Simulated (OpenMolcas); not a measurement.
# Computed levels of Cu2+

```yaml
Program: OpenMolcas 26.06
Method: "XMS-CASPT2, IPEA 0.25 Eh, imaginary shift 0.1 Eh (closed shells correlated: 3s 3p)"
Basis: ANO-RCC-VTZP [6s5p3d2f1g]
Scalar_Hamiltonian: DKH2, point nucleus
Active_space: 9 electrons in 10 orbitals (3d 4d)
State_averaging: 2S+1 = 2 even, 5 roots
Spin-orbit_coupling: state interaction with AMFI integrals over the reference wave functions, term energies averaged over their components
```

Spin-free terms above the lowest, with the occupations of the reference (each correlating shell added to its valence partner):

| Configuration | Term | E (cm-1) | Occupations |
| --- | --- | --- | --- |
| 3d9 | 2D | 0.0 | 3d 9.00 |

With spin-orbit coupling, above the lowest level:

```
Configuration  Term    J  E (cm-1)  Measured (cm-1)  Term weight %
          3d9    2D  5/2       0.0              0.0            100
          3d9    2D  3/2      2070             2072            100
```

Against the measured value (Sugar and Musgrove, J. Phys. Chem. Ref. Data 19, 527 (1990)): 3d9 2D 3/2: computed 2070, measured 2072 cm-1 (0 %).

Spin-orbit coupling puts the lowest level 829 cm-1 below the lowest spin-free term.

Term energies are means over components that CASPT2 splits; among the terms shown or strongly mixed into the levels shown the widest spread is 65 cm-1 (3d9 2D). Active for correlation alone: 4d; no level in the range computed is led by a configuration that fills it, so any true level of that kind is missing. Measured partners are found by configuration, term and J. A level has none where our copy of the source lacks it or the pairing is in doubt (some pairs that miss far off the trend of their configuration count as doubtful), and it then counts in no deviation. Levels of configurations outside the active space are missing. The first state left out of the spin-orbit step lies near 360000 cm-1 above the lowest spin-free state of the reference (among the parities and spins computed), and the list stops at four fifths of that energy or lower.

The term weight is that of the spin-free term in the level, not the purity of its configuration.
